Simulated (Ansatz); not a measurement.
`O[SiH](F)CF` → `[CH2]` (triplet) + `O[SiH](F)F` at 298.15 K and 1 bar (formal loss of a carbene).

Gas-phase electronic energies from Ansatz, PBE0-D4/def2-TZVP geometries. CBS: MP2 limit from def2 TZ/QZ plus the TZ coupled-cluster correction, frozen cores. This one scheme is used for every species. Triplets are unrestricted, without spin–orbit coupling. Each species was taken in one conformer, which may not be the lowest.

```
          species  CCSD(T)/CBS energy (Eh)  H − E (kJ/mol)  S (J/(mol·K))
    `O[SiH](F)CF`               -604.40864           167.3          336.9
`[CH2]` (triplet)                -39.09499            55.4          195.3
     `O[SiH](F)F`               -565.23707            91.8          297.2
```

H − E and S are ideal-gas, rigid-rotor, harmonic terms from PBE0-D4/def2-TZVP, for one conformer and one mirror image of each species, with the whole ground term of open shells counted as degenerate. 1 Eh = 2625.50 kJ/mol, R = 8.31446 J/(mol·K).

Task: By hand: ΔE, ΔH, ΔS and ΔG.

Result: ΔE = (-39.09499) + (-565.23707) − (-604.40864) = 0.07658 Eh = 201.1 kJ/mol. Δ(H − E) = 55.4 + 91.8 − 167.3 = -20.1, so ΔH = 181.0 kJ/mol. ΔS = 195.3 + 297.2 − 336.9 = 155.6 J/(mol·K). ΔG = 181.0 − 298.15 × (155.6)/1000 = 134.6 kJ/mol.

Task: By hand: the equilibrium constant, and the temperature at which ΔG would vanish if ΔH and ΔS stayed fixed.

Result: log₁₀ K = −ΔG/(RT ln 10) = -23.6. ΔG = 0 at ΔH/ΔS = 1163 K.

The number of gas molecules changes by +1, which sets the sign of ΔS. A doubt of 5 kJ/mol in ΔE shifts log₁₀ K by 0.9 here. Other conformers and mirror images would add mixing entropy, several J/(mol·K) or more a flexible species. Modes under 60 cm⁻¹, often nearly free rotors, make the harmonic entropy too high. A triplet takes part, so the spin changes. These are equilibria of isolated gas molecules and say nothing of rates. Largest T1 diagnostic: 0.012 (customary marks: 0.02 for closed shells, 0.045 for open ones).
